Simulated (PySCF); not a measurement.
Input file for PySCF: R-M06-2X/6-31G* on BClH2OSe (SMILES OB(Cl)[SeH]), a point of a torsion scan.

```python
from pyscf import gto, scf, dft, mp
from pyscf.data.elements import chemcore

mol = gto.M(
    atom='''
    O    -0.67062157   -0.84847599   -0.38630416
    B    -0.24610834    0.39268544   -0.14195694
    Cl   -1.31392576    1.76240662   -0.06690796
    Se    1.60819039    0.66449443    0.33820906
    H    -1.37080050   -1.28240791    0.09443470
    H     2.00750581   -0.71086567    0.19631366
    ''',
    basis='6-31g*',
    cart=True,
    charge=0, spin=0, verbose=3, max_memory=1800)
mf = dft.RKS(mol, xc='m062x')
mf.conv_tol = 1e-8
mf.max_cycle = 100
mf.kernel()
if not mf.converged:
    mf = mf.newton().run(mf.mo_coeff, mf.mo_occ)
```

Output:

```
converged SCF energy = -2962.77496927312
```

The calculation finished and met its thresholds.

Cost: very roughly 17 core-seconds.
